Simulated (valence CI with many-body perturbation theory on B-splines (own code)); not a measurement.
E1 line list for Tb52+

Calculated by configuration interaction combined with many-body perturbation theory (CI+MBPT): three valence electrons over a frozen Dirac-Fock core [Ne], radial functions for each j: 11 s, 11 p, 10 d, 8 f, 5 g, 2 h, with the one-electron correlation potential Σ1 (screened to all orders), the two-electron term Σ2, the three-electron term Σ3, Breit, model QED; selected single and double excitations, second order for the rest, scaled by the run's own slope (own B-spline code, finite nucleus).

No measured spectrum was set against this ion. As an estimate, large intervals hold to a few tenths of a per cent, small ones and those within an open d or f shell to about a per cent.

Lines 51 to 100 of 584 in falling wavelength, among levels below 2385.8 eV, chosen from the strongest by gf and those to the six lowest levels. Wavelengths and rates use the calculated energies. Electric multipoles are in the length gauge with retardation, E1 and E2 with the static RPA response of the core. Weak lines are less certain than strong ones. Lines between different terms over intervals too small for the method are left out, as are lines whose strength nearly cancels. The highest levels of a list are the least certain.

Levels are named by their leading jj configuration (3d3/2^4 stands for four electrons in 3d with j = 3/2), which in mixed levels can hold well under half, so a name can repeat and another be missing. Letters in brackets count levels of one name in rising energy.

```tsv
λ vac (Å)	Upper	Lower	A (s⁻¹)	log gf	Branch %
76.53	(3p1/2 3p3/2 3d5/2) J=9/2	(3s 3p3/2 3d5/2) J=9/2	3.00e+10	-0.58	8.9
76.43	(3p1/2 3p3/2 3d3/2) J=3/2 [b]	(3s 3p3/2 3d3/2) J=5/2 [a]	2.57e+10	-1.05	1.9
76.28	(3p1/2 3p3/2 3d3/2) J=5/2 [a]	(3p1/2 3p3/2^2) J=5/2	1.84e+10	-1.02	4.6
74.84	(3p1/2^2 3d3/2) J=3/2	(3s 3p1/2 3d3/2) J=3/2 [a]	2.95e+10	-1.00	24.7
73.92	(3s 3p1/2 3d3/2) J=3/2 [a]	(3s 3p1/2 3p3/2) J=5/2	1.69e+10	-1.26	15.1
73.36	(3p1/2^2 3p3/2) J=3/2	(3s 3p1/2 3p3/2) J=3/2 [a]	1.61e+10	-1.28	7.1
70.92	(3d3/2^2 3d5/2) J=9/2	(3p3/2 3d3/2 3d5/2) J=7/2 [c]	1.47e+10	-0.95	1.2
69.39	(3s 3p1/2 3d3/2) J=5/2	(3s 3p1/2 3p3/2) J=5/2	8.32e+09	-1.44	44.7
67.43	(3d3/2 3d5/2^2) J=7/2 [a]	(3p3/2 3d5/2^2) J=5/2 [a]	1.67e+10	-1.04	1.8
66.72	(3s 3p1/2 3d3/2) J=3/2 [b]	(3s 3p1/2 3p3/2) J=3/2 [b]	5.32e+09	-1.85	0.5
66.21	(3p1/2 3d3/2 3d5/2) J=9/2	(3p1/2 3p3/2 3d5/2) J=9/2	2.95e+10	-0.71	16.8
64.54	(3p3/2 3d5/2^2) J=5/2 [a]	(3p3/2^2 3d5/2) J=3/2	3.21e+10	-0.92	3.1
64.03	(3s 3p1/2 3d3/2) J=5/2	(3s 3p1/2 3p3/2) J=3/2 [a]	2.68e+08	-3.01	1.4
63.93	(3d3/2 3d5/2^2) J=11/2	(3p3/2 3d5/2^2) J=9/2	3.64e+10	-0.57	5.1
62.80	(3s^2 3d3/2) J=3/2	(3s^2 3p3/2) J=3/2	1.84e+08	-3.36	0.0
61.03	(3d5/2^3) J=3/2	(3p3/2 3d5/2^2) J=3/2 [b]	1.08e+11	-0.62	18.1
60.95	(3p3/2 3d5/2^2) J=7/2 [a]	(3p3/2^2 3d5/2) J=5/2 [a]	2.56e+10	-0.94	3.3
60.87	(3d5/2^3) J=9/2	(3p3/2 3d5/2^2) J=7/2 [b]	1.93e+11	0.03	42.9
60.58	(3s 3p1/2 3d3/2) J=3/2 [b]	(3s 3p1/2 3p3/2) J=5/2	3.71e+08	-3.09	0.0
60.39	(3s 3p1/2 3d5/2) J=5/2 [a]	(3s 3p1/2 3p3/2) J=3/2 [b]	1.50e+09	-2.31	0.9
60.35	(3d3/2 3d5/2^2) J=5/2 [b]	(3p3/2 3d5/2^2) J=5/2 [a]	2.79e+10	-1.04	3.0
60.34	(3s 3d5/2^2) J=5/2	(3s 3p3/2 3d5/2) J=3/2 [b]	3.49e+10	-0.94	7.2
60.25	(3d3/2^2 3d5/2) J=9/2	(3p3/2 3d3/2 3d5/2) J=9/2 [a]	2.24e+10	-0.91	1.8
60.14	(3d3/2 3d5/2^2) J=11/2	(3p3/2 3d5/2^2) J=11/2	4.23e+10	-0.56	5.9
59.76	(3d3/2 3d5/2^2) J=7/2 [b]	(3p3/2 3d5/2^2) J=7/2 [a]	3.28e+10	-0.85	3.7
59.73	(3d3/2 3d5/2^2) J=7/2 [a]	(3p3/2 3d3/2 3d5/2) J=5/2 [c]	4.32e+10	-0.73	4.5
59.38	(3s 3d5/2^2) J=7/2	(3s 3p3/2 3d5/2) J=5/2 [b]	1.67e+11	-0.15	39.1
58.92	(3d3/2 3d5/2^2) J=5/2 [a]	(3p3/2 3d3/2 3d5/2) J=3/2 [c]	8.15e+10	-0.59	7.4
58.61	(3s 3d5/2^2) J=9/2	(3s 3p3/2 3d5/2) J=7/2 [b]	5.84e+10	-0.52	14.2
58.25	(3d5/2^3) J=5/2	(3p3/2 3d5/2^2) J=3/2 [b]	1.62e+11	-0.31	27.1
57.88	(3d3/2 3d5/2^2) J=9/2	(3p3/2 3d3/2 3d5/2) J=7/2 [c]	1.52e+11	-0.12	17.7
57.66	(3p1/2 3d5/2^2) J=5/2	(3p1/2 3p3/2 3d5/2) J=3/2 [b]	3.88e+10	-0.94	12.7
57.52	(3s 3d3/2 3d5/2) J=5/2 [b]	(3s 3p3/2 3d3/2) J=5/2 [b]	3.03e+10	-1.04	2.5
57.52	(3s 3d3/2 3d5/2) J=7/2 [b]	(3s 3p3/2 3d3/2) J=5/2 [b]	1.07e+11	-0.37	13.8
57.51	(3p3/2 3d3/2 3d5/2) J=7/2 [b]	(3p3/2^2 3d3/2) J=7/2	4.95e+10	-0.71	4.0
57.46	(3s 3p1/2 3d3/2) J=1/2	(3s 3p1/2 3p3/2) J=3/2 [a]	4.51e+09	-2.35	0.5
57.41	(3d3/2 3d5/2^2) J=11/2	(3p3/2 3d3/2 3d5/2) J=9/2 [b]	2.00e+11	0.07	28.1
57.41	(3p1/2 3d5/2^2) J=7/2	(3p1/2 3p3/2 3d5/2) J=5/2 [b]	1.94e+11	-0.12	55.0
57.26	(3p1/2 3d3/2 3d5/2) J=7/2 [b]	(3p1/2 3p3/2 3d5/2) J=7/2 [a]	2.75e+10	-0.97	3.2
57.17	(3d3/2 3d5/2^2) J=5/2 [b]	(3p3/2 3d3/2 3d5/2) J=3/2 [c]	6.67e+10	-0.71	7.1
57.10	(3d3/2 3d5/2^2) J=7/2 [b]	(3p3/2 3d3/2 3d5/2) J=5/2 [d]	9.27e+10	-0.44	10.3
57.02	(3s 3d5/2^2) J=3/2	(3s 3p3/2 3d5/2) J=3/2 [b]	6.38e+10	-0.91	11.5
56.90	(3d5/2^3) J=3/2	(3p3/2 3d5/2^2) J=5/2 [b]	5.18e+10	-1.00	8.7
56.67	(3d5/2^3) J=3/2	(3p3/2 3d5/2^2) J=3/2 [a]	4.87e+10	-1.03	8.2
56.64	(3p3/2 3d5/2^2) J=7/2 [b]	(3p3/2^2 3d5/2) J=5/2 [b]	3.53e+11	0.13	33.4
56.45	(3s 3p1/2 3d3/2) J=3/2 [b]	(3s 3p1/2 3p3/2) J=3/2 [a]	5.20e+09	-2.00	0.4
56.37	(3p3/2 3d5/2^2) J=11/2	(3p3/2^2 3d5/2) J=9/2	1.23e+11	-0.15	19.7
56.20	(3d3/2 3d5/2^2) J=5/2 [a]	(3p3/2 3d3/2 3d5/2) J=3/2 [b]	1.10e+11	-0.50	10.0
56.03	(3s 3p1/2 3d5/2) J=3/2	(3s 3p1/2 3p3/2) J=1/2	9.72e+10	-0.74	24.0
55.97	(3p1/2 3d5/2^2) J=9/2	(3p1/2 3p3/2 3d5/2) J=7/2 [b]	1.27e+11	-0.22	55.8
```

**Question.** How does gf follow from A for the line at 56.37 Å?

**Answer.** gf = 1.4992 × (2J+1)_upper × A / σ², with σ = 1774011 cm⁻¹ and 2J+1 = 12: gf = 0.702.
